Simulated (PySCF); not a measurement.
System: C$_{2}$H$_{2}$O (charge 0, singlet). SMILES: C1=CO1
Geometry: optimised at B3LYP-D3(BJ)/def2-TZVP (Ansatz).

Dispersion corrections to the total energy (kcal/mol) from the dftd3 and dftd4 libraries through PySCF: D3(BJ) without and D4 with the three-body term, each with the damping fitted for the functional named.

```
functional  D3(BJ)     D4
----------  ------  -----
PW6B95       -0.54  -1.11
LC-wPBE      -1.09  -1.33
PBE0             ?  -0.98
HSE06        -0.72  -0.90
B2GP-PLYP    -0.71  -0.48
r2SCAN       -0.31      ?
TPSSh            ?  -1.47
```

**Question.** Some entries are withheld; supply them.

**Answer.** 
- PBE0, D3(BJ): -1.04
- r2SCAN, D4: -0.28
- TPSSh, D3(BJ): -1.39
